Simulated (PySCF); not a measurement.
Unrelated species, one level of theory. Method used: PySCF, TDDFT B3LYP/def2-SVPD, vertical, gas phase, core orbitals frozen in the response. Geometries: PBE0-D3(BJ)/def2-SVP; one conformer of each isolated species. Triplets are in the Tamm–Dancoff approximation. Atoms past krypton carry core potentials; spin–orbit coupling is left out.

Question: Rank by computed lowest singlet excitation energy, lowest first.
A. `C=C[CH2][GaH2-][O+](C)C`
B. `C[N]=[Ta]([CH3])([CH3])[CH3]`
C. `C([C@H](F)CC=C)N=C`
D. `Clc1cpcs1`

Answer: B (4.31 eV), D (4.69 eV), C (4.84 eV), A (5.30 eV).

| SMILES | S1 (eV) | first f ≥ 0.01 (nm) | gap (eV) | f (S1) | α (au) | T1 (eV) | S1 mainly |
| --- | --- | --- | --- | --- | --- | --- | --- |
| C[N]=[Ta]([CH3])([CH3])[CH3] | 4.31 | 257 | 5.68 | 0.000 | 108.7 | 3.89 | H-1/H→L/L+1 (99%) |
| Clc1cpcs1 | 4.69 | 265 | 4.96 | 0.071 | 90.7 | 2.99 | H→L (92%) |
| C=CC[C@@H](F)CN=C | 4.84 | 213 | 6.21 | 0.003 | 85.3 | – | H→L (56%) |
| C=C[CH2][GaH2-][O+](C)C | 5.30 | 234 | 6.11 | 0.016 | 102.3 | – | H→L (66%) |

H and L stand for HOMO and LUMO; a dash means that no computed state gives the value. A slash joins orbitals within 0.01 eV of each other, whose weights are summed (≥ marks a lower bound).

- `C[N]=[Ta]([CH3])([CH3])[CH3]`: for S1 the Löwdin share of tantalum is 21% in HOMO-1 and 60% in LUMO.
- `Clc1cpcs1`: Löwdin shares by element: HOMO carbon 42% or more, phosphorus 25%, chlorine 13% (atoms not listed hold the other 20%); LUMO carbon 38% or more, phosphorus 28%, sulfur 22%.
- `C=CC[C@@H](F)CN=C`: Löwdin shares by element: HOMO carbon 50% or more, nitrogen 23% (atoms not listed hold the other 28%); LUMO carbon 38% or more, nitrogen 34%, hydrogen 15% or more.
- `C=C[CH2][GaH2-][O+](C)C`: Löwdin shares by element: HOMO carbon 67% or more, gallium 12% (atoms not listed hold the other 21%); LUMO gallium 29%, carbon 21% or more, hydrogen 8% or more (atoms not listed hold the other 42%).
